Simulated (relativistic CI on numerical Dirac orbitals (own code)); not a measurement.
## Hf2+: O2,3 absorption edge

Computed with this model: Dirac-Coulomb-Breit CI, separate exchange-only KLI orbitals for each configuration, model QED, multiplet model of core-to-valence dipole absorption, unscaled Slater integrals; configurations [Xe] 4f14 5d2 → [Kr] 4d10 4f14 5s2 5p5 5d3; 80 K; Lorentzian 0.6 eV and Gaussian 0.3 eV FWHM. Energies are those of the free ion, without screening or charge transfer. The branching ratio is the share of the lower-energy edge in the whole absorption, uncertain by about 0.02 where the edges overlap. S is read from ⟨S²⟩ = S(S + 1).

Field parameters in Wybourne normalisation: D3d B²₀ = −7Dσ, B⁴₀ = −14Dq − 21Dτ, B⁴₃ = −14√(10/7) Dq; D4h B²₀ = −7Ds, B⁴₀ = 21(Dq − Dt), B⁴₄ = 21√(5/14) Dq. The field is a parameter set, without covalency.

Computed curve for D3d, 10Dq = 20150, Dσ = 40, Dτ = -100 cm⁻¹, scaled to 100 at the maximum (points under 2 are left out and the grid is thinned):

```tsv
Energy (eV)	Intensity
29.4	2.1
30.0	3.6
30.5	5.7
31.1	9.7
31.6	11.8
32.2	14.5
32.7	13.4
33.3	14.0
33.8	15.8
34.4	21.6
34.9	33.0
35.5	68.8
36.0	62.9
36.6	41.1
37.2	40.4
37.7	37.8
38.3	33.5
38.8	24.3
39.4	31.9
39.9	39.9
40.5	38.6
41.0	34.0
41.6	37.4
42.1	50.3
42.7	51.7
43.2	52.9
43.8	68.8
44.4	61.2
44.9	80.5
45.5	83.7
46.0	48.4
46.6	44.1
47.1	29.9
47.7	25.9
48.2	26.8
48.8	15.3
49.3	14.1
49.9	6.0
50.4	3.6
51.0	2.0
```

The ground state has S = 0.99, and the centroid lies at 41.20 eV.
